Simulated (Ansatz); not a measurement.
C2H8GeO (`[CH3][GeH2][CH2]O`) at its PBE0-D4/def2-TZVP geometry, where that method's forces vanish. Total charge 0; spin multiplicity 1.

| atom | x (Å) | y (Å) | z (Å) |
| --- | --- | --- | --- |
| C1 | -0.4895 | -1.1069 | -1.1624 |
| Ge2 | 0.9273 | -0.2927 | -0.0852 |
| C3 | 0.1559 | 1.2226 | 0.9273 |
| O4 | -1.0241 | 0.8642 | 1.6272 |
| H5 | -1.2843 | -1.4902 | -0.5196 |
| H6 | -0.0952 | -1.9417 | -1.7428 |
| H7 | -0.9149 | -0.3787 | -1.8554 |
| H8 | 1.5004 | -1.3390 | 0.8901 |
| H9 | 2.0636 | 0.2133 | -0.9999 |
| H10 | 0.8728 | 1.5547 | 1.6802 |
| H11 | -0.0151 | 2.0727 | 0.2537 |
| H12 | -1.6968 | 0.6215 | 0.9867 |

**Question.** For each bond, give half the difference of the two atoms' forces along it (eV/Å; positive pushes the atoms apart) under PBE-D4, r2SCAN-D4, B3LYP-D4, ωB97M-V in def2-TZVPP. (An estimate is asked.)

**Answer.** The calculation gave: 
| bond | length (Å) | PBE-D4 | r2SCAN-D4 | B3LYP-D4 | ωB97M-V |
| --- | --- | --- | --- | --- | --- |
| C1–Ge2 | 1.957 | 0.05 | 0.03 | 0.19 | 0.05 |
| C1–H5 | 1.092 | 0.10 | -0.01 | -0.07 | -0.04 |
| C1–H6 | 1.090 | 0.10 | -0.01 | -0.07 | -0.05 |
| C1–H7 | 1.092 | 0.10 | -0.01 | -0.07 | -0.04 |
| Ge2–C3 | 1.979 | 0.01 | -0.01 | 0.10 | -0.06 |
| Ge2–H8 | 1.541 | 0.05 | -0.06 | -0.06 | -0.08 |
| Ge2–H9 | 1.544 | 0.03 | -0.06 | -0.06 | -0.07 |
| C3–O4 | 1.418 | 0.28 | 0.31 | 0.33 | 0.34 |
| C3–H10 | 1.091 | 0.10 | -0.05 | -0.16 | -0.11 |
| C3–H11 | 1.098 | 0.07 | -0.06 | -0.13 | -0.12 |
| O4–H12 | 0.960 | 0.40 | 0.01 | -0.05 | -0.11 |

B3LYP here is the variant with VWN-RPA as its local correlation; programs differ in this.

All numbers were calculated with Ansatz.
